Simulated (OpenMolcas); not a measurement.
**What dynamic correlation does to the levels of Ga**

```yaml
Program: OpenMolcas 26.06
Basis: ANO-RCC-VTZP [6s5p3d1f]
Scalar_Hamiltonian: DKH2, point nucleus
Active_space: 3 electrons in 9 orbitals (RAS2 4s 4p; RAS3 4d, at most 2 electrons)
State_averaging: 2S+1 = 4 odd, 1 root (0 in the spin-orbit step); 2S+1 = 2 odd, 3 roots; 2S+1 = 4 even, 3 roots; 2S+1 = 2 even, 5 roots
Spin-orbit_coupling: RASSI with atomic mean-field integrals over the reference wave functions, term energies averaged over their components
```

Methods on the same reference wave functions:
A. RASSCF
B. SS-RASPT2, IPEA 0.25 Eh, imaginary shift 0.1 Eh (closed shells correlated: 3d)
C. XMS-RASPT2, IPEA 0.25 Eh, imaginary shift 0.1 Eh (closed shells correlated: 3d)

Energies in cm⁻¹ above 4s² 4p ²P°_1/2, the measured ground level; measured values from NIST Handbook of Basic Atomic Spectroscopic Data.

| Level | A | B | C | Measured |
| --- | --- | --- | --- | --- |
| 4s² 4p ²P°_1/2 | 0.0 | 0.0 | 0.0 | 0.0 |
| 4s² 4p ²P°_3/2 | 826 | 826 | 826 | 826 |
| 4s 4p² ⁴P_1/2 | 32522 | 36280 | 36300 |  |
| 4s 4p² ⁴P_3/2 | 32810 | 36560 | 36590 |  |
| 4s 4p² ⁴P_5/2 | 33284 | 37040 | 37060 |  |

Between B and C the level of the table that moves most is 4s 4p² ⁴P_1/2, by 25 cm-1 (lowest in B, highest in C). Moves below CASPT2's spread within the term are not significant.

The lowest spin-free term lies below A's lowest term by 0.409 hartree in B, 0.410 hartree in C.

CASPT2 does not keep the components of a term degenerate, so their means are used; among the terms shown or strongly mixed into the levels shown the widest spread is 11 cm-1 (4s² 4p ²P°, B). Some high roots are left out of the spin-orbit mixing, which shifts the levels that they would mix with. Active for correlation alone: 4d; no level in the range computed is led by a configuration that fills it, so any true level of that kind is missing. Without dynamic correlation excited terms often stand tens of per cent too high (terms of higher spin than the ground term too low), and those without a measured partner can miss by more than the paired ones (holds for A). Levels of configurations outside the active space are missing. The table leaves out levels that lie high or whose names do not pair safely across all columns.

° marks odd parity.
